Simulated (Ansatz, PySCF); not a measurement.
Process, species as SMILES: Cl[SiH][SiH2]Cl -> Cl[SiH-][SiH2]Cl (an electron is taken up)
Geometries: B3LYP-D3(BJ)/def2-TZVP minima from Ansatz (a quantum-chemistry and plane-wave program), one conformer each, not searched for the lowest.
Geometry of the first species:
```xyz
7

Cl     2.3247    -1.3550    -0.0839
Si     1.1177     0.3050     0.2451
Si    -1.1104    -0.3105    -0.1441
Cl    -2.2548     1.4041     0.0775
H      1.5942     1.3899    -0.6533
H     -1.3368    -0.8429    -1.5070
H     -1.5479    -1.3055     0.8562
```
Charge 0, spin multiplicity 2.

Property: adiabatic electron affinity (0 K, with B3LYP-D3(BJ) harmonic zero-point energies from PySCF), positive where the reaction releases energy, in eV. Cores are frozen in the correlated levels unless marked. UHF or UKS for open shells. No spin-orbit coupling. Non-relativistic unless marked X2C. Anions need diffuse functions: aug- sets have them; def2-D sets add few; the other sets have none. Basis-set limits of correlation are two-point, X^-3; Hartree-Fock from the larger set.

| level | program | adiabatic electron affinity (eV) |
|---|---|---|
| SVWN5/def2-TZVPD | Ansatz | 2.57 |
| BLYP/def2-TZVPD | Ansatz | 2.39 |
| PBE0/6-31G* | Ansatz | 2.34 |
| PBE0/def2-SVP | Ansatz | 2.21 |
| PBE0-D4/def2-TZVP | Ansatz + dftd4 | 2.29 |
| PBE0/def2-QZVPP | Ansatz | 2.31 |
| HSE06-D3(BJ)/def2-TZVPD | Ansatz + dftd3 | 2.34 |
| CAM-B3LYP-D4/def2-TZVPD | Ansatz + dftd4 | 2.44 |
| MP2/aug-cc-pV(T+d)Z | Ansatz | 2.37 |
| MP2/cc-pwCVTZ | Ansatz | 2.21 |
| CCSD(T)/6-31G | Ansatz | 2.60 |
| CCSD(T)/6-31G* | Ansatz | 1.96 |
| CCSD(T)/aug-cc-pV(T+d)Z | Ansatz | 2.47 |
| X2C-CCSD(T)/cc-pVTZ-DK | Ansatz | 2.35 |
| CCSD(T)/CBS(aug-cc-pV(T+d)Z,aug-cc-pV(Q+d)Z) | Ansatz | 2.49 |
